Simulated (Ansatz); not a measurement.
`C[O][GeH2][Cl]` → `[Cl][GeH3]` + `C=O` at 298.15 K and 1 bar (β-hydride elimination).

Gas-phase electronic energies from Ansatz, PBE0-D4/def2-TZVP geometries. CCSD(T)/CBS adds triple-zeta CCSD(T) − MP2 to the extrapolated MP2 energy (def2 sets, frozen cores). This one scheme is used for every species. For Ge outer-core shells are correlated without core-valence functions, which leaves a few kJ/mol of doubt a bond. Scalar relativity is left out up to krypton. One conformer a species, not always the lowest.

```tsv
species	CCSD(T)/CBS energy (Eh)	H − E (kJ/mol)	S (J/(mol·K))
`C[O][GeH2][Cl]`	-2652.16457	174.6	353.3
`[Cl][GeH3]`	-2537.71925	76.4	263.9
`C=O`	-114.39408	80.1	218.6
```

H − E and S are ideal-gas, rigid-rotor, harmonic terms from PBE0-D4/def2-TZVP, for one conformer and one mirror image of each species. 1 Eh = 2625.50 kJ/mol, R = 8.31446 J/(mol·K).

Q: By hand: ΔE, ΔH, ΔS and ΔG.

A: ΔE = (-2537.71925) + (-114.39408) − (-2652.16457) = 0.05124 Eh = 134.5 kJ/mol. Δ(H − E) = 76.4 + 80.1 − 174.6 = -18.1, so ΔH = 116.4 kJ/mol. ΔS = 263.9 + 218.6 − 353.3 = 129.2 J/(mol·K). ΔG = 116.4 − 298.15 × (129.2)/1000 = 77.9 kJ/mol.

Q: By hand: the equilibrium constant, and the temperature at which ΔG would vanish if ΔH and ΔS stayed fixed.

A: log₁₀ K = −ΔG/(RT ln 10) = -13.6. ΔG = 0 at ΔH/ΔS = 901 K.

The number of gas molecules changes by +1, which sets the sign of ΔS. A doubt of 5 kJ/mol in ΔE shifts log₁₀ K by 0.9 here. Other conformers and mirror images would add mixing entropy, several J/(mol·K) or more a flexible species. Modes under 60 cm⁻¹, often nearly free rotors, make the harmonic entropy too high. These are equilibria of isolated gas molecules and say nothing of rates. Largest T1 diagnostic: 0.015 (customary marks: 0.02 for closed shells, 0.045 for open ones).
